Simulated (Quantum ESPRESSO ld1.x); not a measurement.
Results of a calculation; reference values are marked as such.
Task: These are the eigenvalues of the occupied orbitals of an atom or ion with whole-number occupations (eV). Code: ld1.x of Quantum ESPRESSO 7.5. Model: scalar-relativistic Kohn-Sham, relativistic LDA (MacDonald-Vosko exchange, VWN5 correlation), spin-unpolarised, spherical densities, point nucleus.

orbital  eigenvalue
1s         -74450.1
2s         -13879.7
2p         -12242.8
3s         -4070.21
3p         -3587.99
3d         -3049.98
4s         -1621.56
4p         -1450.57
4d         -1244.45

Which element is it, and in what charge state? The configuration may be excited.

Result: Z = 76, osmium, charge +30: Os30+ in [Kr] 4d10. The list shows which subshells hold electrons but not how many an open one holds; the 1s level, -2736 hartree, gives Z - s = 74.0 by -(Z - s)^2/2, which with screening and relativity narrows Z to a few neighbours, and the depths of the outer levels then fix element, charge and occupations together.
